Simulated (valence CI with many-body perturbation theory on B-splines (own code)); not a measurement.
## Forbidden lines of In43+

Computed by valence CI with perturbative core correlation (CI+MBPT): four valence electrons over a frozen Dirac-Fock core [He], a basis of 11 s, 11 p, 10 d, 8 f, 5 g, 2 h functions for each j, with the one-electron correlation potential Σ1, the two-electron term Σ2, the three-electron term Σ3, Breit, model QED; selected CI, second order for the rest, scaled by the run's own slope (own B-spline code, finite nucleus).

No measured spectrum was set against this ion. As an estimate, large intervals hold to a few tenths of a per cent, small ones and those within an open d or f shell to about a per cent. Among the levels kept, up to 810 cm⁻¹ of a level comes from second order outside the variational space, and about a tenth of that is noise between levels of different J, which matters for small intervals.

Lines 1 to 50 of 66 in falling wavelength, among levels below 5005.9 eV, chosen from the decays that carry over 1 % of a level's rate. Wavelengths and rates use the calculated energies. Electric multipoles are in the length gauge with retardation, E1 and E2 with the static RPA response of the core. M1 uses the relativistic operator with retardation. S is in atomic units (e²a₀⁴ for E2 and M2, e²a₀⁶ for E3), for M1 in squared Bohr magnetons. Weak lines are less certain than strong ones. Lines between different terms over intervals too small for the method are left out, as are lines whose strength nearly cancels.

Levels are named by their leading jj configuration (3d3/2^4 stands for four electrons in 3d with j = 3/2), which in mixed levels can hold well under half, so a name can repeat and another be missing. Letters in brackets count levels of one name in rising energy.

```
λ vac (nm)                           Upper                       Lower  Type   A (s⁻¹)  S (a.u.)
     85.87          (2s^2 2p1/2 2p3/2) J=2      (2s^2 2p1/2 2p3/2) J=1    M1  8.41e+03  9.87e-01
     5.828          (2s^2 2p1/2 2p3/2) J=1          (2s^2 2p1/2^2) J=0    M1  6.47e+07  1.42e+00
     5.548              (2s^2 2p3/2^2) J=2      (2s^2 2p1/2 2p3/2) J=2    M1  5.54e+07  1.76e+00
     5.458          (2s^2 2p1/2 2p3/2) J=2          (2s^2 2p1/2^2) J=0    E2  5.90e+04  1.28e-04
     5.211              (2s^2 2p3/2^2) J=2      (2s^2 2p1/2 2p3/2) J=1    M1  5.73e+07  1.50e+00
     4.534              (2s^2 2p3/2^2) J=0      (2s^2 2p1/2 2p3/2) J=1    M1  1.59e+08  5.49e-01
    0.3434          (2s^2 2p3/2 3d5/2) J=4            (2s 2p3/2^3) J=2    E2  5.32e+08  2.04e-06
    0.3260          (2s^2 2p3/2 3d5/2) J=4  (2s 2p1/2 2p3/2^2) J=2 [b]    E2  3.29e+08  9.73e-07
    0.3217          (2s^2 2p3/2 3p1/2) J=2          (2s^2 2p3/2^2) J=0    E2  3.76e+10  5.78e-05
    0.3214          (2s^2 2p3/2 3d5/2) J=4      (2s 2p1/2 2p3/2^2) J=3    E2  9.41e+08  2.59e-06
    0.3207      (2s 2p1/2 2p3/2 3p3/2) J=4  (2s 2p1/2 2p3/2^2) J=2 [b]    E2  4.65e+09  1.27e-05
    0.3206          (2s^2 2p1/2 3p1/2) J=1      (2s^2 2p1/2 2p3/2) J=2    E2  1.13e+11  1.02e-04
    0.3204          (2s 2p1/2^2 3p1/2) J=0      (2s 2p1/2^2 2p3/2) J=2    E2  2.12e+11  6.39e-05
    0.3194          (2s^2 2p1/2 3p1/2) J=1      (2s^2 2p1/2 2p3/2) J=1    E2  1.10e+11  9.80e-05
    0.3190          (2s^2 2p3/2 3p1/2) J=1          (2s^2 2p3/2^2) J=2    E2  1.20e+11  1.06e-04
    0.3188          (2s^2 2p3/2 3d5/2) J=4  (2s 2p1/2 2p3/2^2) J=2 [a]    E2  1.53e+08  4.04e-07
    0.3188          (2s^2 2p3/2 3p1/2) J=2          (2s^2 2p3/2^2) J=2    E2  1.52e+11  2.24e-04
    0.3185          (2s^2 2p1/2 3p1/2) J=0      (2s^2 2p1/2 2p3/2) J=2    E2  2.08e+11  6.09e-05
    0.3182          (2s 2p3/2^2 3p3/2) J=4            (2s 2p3/2^3) J=2    E2  3.12e+10  8.18e-05
    0.3173          (2s 2p3/2^2 3p1/2) J=0            (2s 2p3/2^3) J=2    E2  1.32e+11  3.81e-05
    0.3162      (2s 2p1/2 2p3/2 3p3/2) J=4      (2s 2p1/2 2p3/2^2) J=3    E2  5.68e+10  1.44e-04
    0.3159  (2s 2p1/2 2p3/2 3p3/2) J=0 [b]  (2s 2p1/2 2p3/2^2) J=2 [b]    E2  1.01e+11  2.83e-05
    0.3154  (2s 2p1/2 2p3/2 3p3/2) J=1 [d]  (2s 2p1/2 2p3/2^2) J=2 [b]    E2  6.06e+10  5.07e-05
    0.3147          (2s^2 2p3/2 3p3/2) J=3          (2s^2 2p3/2^2) J=2    E2  6.30e+10  1.22e-04
    0.3146  (2s 2p1/2 2p3/2 3p3/2) J=1 [d]  (2s 2p1/2 2p3/2^2) J=1 [a]    E2  4.59e+10  3.79e-05
    0.3144          (2s 2p1/2^2 3p3/2) J=2      (2s 2p1/2^2 2p3/2) J=2    E2  7.58e+10  1.04e-04
    0.3143          (2s^2 2p1/2 3p3/2) J=2      (2s^2 2p1/2 2p3/2) J=2    E2  7.50e+10  1.03e-04
    0.3137      (2s 2p1/2 2p3/2 3p3/2) J=4  (2s 2p1/2 2p3/2^2) J=2 [a]    E2  3.30e+09  8.07e-06
    0.3131          (2s^2 2p1/2 3p3/2) J=2      (2s^2 2p1/2 2p3/2) J=1    E2  3.40e+10  4.57e-05
    0.3129          (2s 2p3/2^2 3p3/2) J=0            (2s 2p3/2^3) J=2    E2  4.96e+10  1.33e-05
    0.3118          (2s^2 2p3/2 3p3/2) J=0          (2s^2 2p3/2^2) J=2    E2  2.18e+11  5.73e-05
    0.3110      (2s 2p1/2 2p3/2 3d5/2) J=5      (2s 2p1/2 2p3/2^2) J=3    M2  2.64e+09  7.56e-06
    0.3110      (2s 2p1/2 2p3/2 3d5/2) J=5      (2s 2p1/2 2p3/2^2) J=3    E3  1.09e+08  1.07e-05
    0.3091  (2s 2p1/2 2p3/2 3p3/2) J=0 [b]  (2s 2p1/2 2p3/2^2) J=2 [a]    E2  3.73e+10  9.39e-06
    0.3089          (2s^2 2p3/2 3d5/2) J=4          (2s^2 2p3/2^2) J=2    M2  2.48e+09  5.60e-06
    0.3089          (2s^2 2p3/2 3d5/2) J=4          (2s^2 2p3/2^2) J=2    E3  1.64e+08  1.26e-05
    0.3031          (2s^2 2p3/2 3d5/2) J=4      (2s 2p1/2^2 2p3/2) J=2    E2  1.62e+09  3.33e-06
    0.2992          (2s 2p3/2^2 3p3/2) J=4      (2s 2p1/2 2p3/2^2) J=3    E2  6.06e+10  1.17e-04
    0.2985      (2s 2p1/2 2p3/2 3p3/2) J=4      (2s 2p1/2^2 2p3/2) J=2    E2  1.21e+11  2.30e-04
    0.2984          (2s 2p3/2^2 3p3/2) J=0  (2s 2p1/2 2p3/2^2) J=2 [b]    E2  1.20e+11  2.54e-05
    0.2978          (2s^2 2p3/2 3p3/2) J=3      (2s^2 2p1/2 2p3/2) J=2    E2  4.24e+10  6.21e-05
    0.2978  (2s 2p1/2 2p3/2 3p3/2) J=1 [d]      (2s 2p1/2^2 2p3/2) J=1    E2  8.15e+10  5.11e-05
    0.2972          (2s^2 2p1/2 3p3/2) J=2          (2s^2 2p1/2^2) J=0    E2  1.00e+11  1.03e-04
    0.2970          (2s 2p3/2^2 3p3/2) J=4  (2s 2p1/2 2p3/2^2) J=2 [a]    E2  9.13e+10  1.70e-04
    0.2968          (2s^2 2p3/2 3p3/2) J=3      (2s^2 2p1/2 2p3/2) J=1    E2  5.95e+10  8.56e-05
    0.2952          (2s^2 2p3/2 3p3/2) J=0      (2s^2 2p1/2 2p3/2) J=2    E2  1.18e+11  2.35e-05
    0.2939      (2s 2p1/2 2p3/2 3d5/2) J=5      (2s 2p1/2^2 2p3/2) J=2    E3  3.00e+08  1.99e-05
    0.2926          (2s^2 2p3/2 3d5/2) J=4      (2s^2 2p1/2 2p3/2) J=2    M2  8.54e+08  1.47e-06
    0.2916          (2s^2 2p3/2 3d5/2) J=4      (2s^2 2p1/2 2p3/2) J=1    E3  1.96e+08  1.00e-05
    0.2849       (2p1/2^2 2p3/2 3d3/2) J=2      (2s 2p1/2^2 2p3/2) J=1    E2  2.50e+11  2.09e-04
```
